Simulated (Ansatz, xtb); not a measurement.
**Relative energy of two isomers of C2H2GaN**

We compare a, `C#C[NH][Ga]`, a singlet, with b, `C=C=[N][Ga]`, a singlet. Both are isolated molecules in the gas phase, relaxed with B3LYP-D3(BJ)/def2-SVP.

**Question.** Estimate which is lower in electronic energy at CCSD(T)/def2-TZVP, and by roughly how much.

**Answer.** The CCSD(T)/def2-TZVP calculation puts structure b lower, by 79.0 kJ/mol.

The same difference at several levels:

```json
{"level": "GFN2-xTB", "geometry": "GFN2-xTB", "E(b) − E(a) (kJ/mol)": "−85.0", "departure from the last row (kJ/mol)": "−6.0", "job, with rough time for the two": "optimisation, 0.24 s"}
{"level": "HF/STO-3G", "geometry": "GFN2-xTB", "E(b) − E(a) (kJ/mol)": "−89.6", "departure from the last row (kJ/mol)": "−10.6", "job, with rough time for the two": "single point, 1.2 s"}
{"level": "r2SCAN-D4/def2-SVP", "geometry": "GFN2-xTB", "E(b) − E(a) (kJ/mol)": "−103.7", "departure from the last row (kJ/mol)": "−24.8", "job, with rough time for the two": "single point, 2.5 s"}
{"level": "B3LYP-D3(BJ)/def2-SVP", "geometry": "B3LYP-D3(BJ)/def2-SVP", "E(b) − E(a) (kJ/mol)": "−93.5", "departure from the last row (kJ/mol)": "−14.6", "job, with rough time for the two": "optimisation, 20 s"}
{"level": "HF/def2-TZVP", "geometry": "B3LYP-D3(BJ)/def2-SVP", "E(b) − E(a) (kJ/mol)": "−89.2", "departure from the last row (kJ/mol)": "−10.2", "job, with rough time for the two": "part of the CCSD(T) run"}
{"level": "MP2/def2-TZVP", "geometry": "B3LYP-D3(BJ)/def2-SVP", "E(b) − E(a) (kJ/mol)": "−74.9", "departure from the last row (kJ/mol)": "+4.1", "job, with rough time for the two": "part of the CCSD(T) run"}
{"level": "CCSD(T)/def2-TZVP", "geometry": "B3LYP-D3(BJ)/def2-SVP", "E(b) − E(a) (kJ/mol)": "−79.0", "departure from the last row (kJ/mol)": "", "job, with rough time for the two": "single point, 63 s"}
```

As drawn, b has 1 C=C, 1 C=N, 1 C–H in place of 1 C≡C, 1 C–N, 1 N–H.

The levels shown agree on the order. The largest departure from CCSD(T)/def2-TZVP is that of r2SCAN-D4/def2-SVP, 24.8 kJ/mol.

With harmonic frequencies from B3LYP-D3(BJ)/def2-SVP (ideal gas, rigid rotor, one conformer each, 298.15 K, 1 atm): the zero-point term adds −2.2 kJ/mol; ΔH is −80.1 and ΔG −79.6 kJ/mol.

The correlated steps freeze 12 core orbitals; the filled d shell of Ga is correlated, in a basis made for valence electrons. Run with Ansatz 0.2.0, xtb 6.7.1; the last row on 2 threads of Arm Neoverse V1 on a shared host.
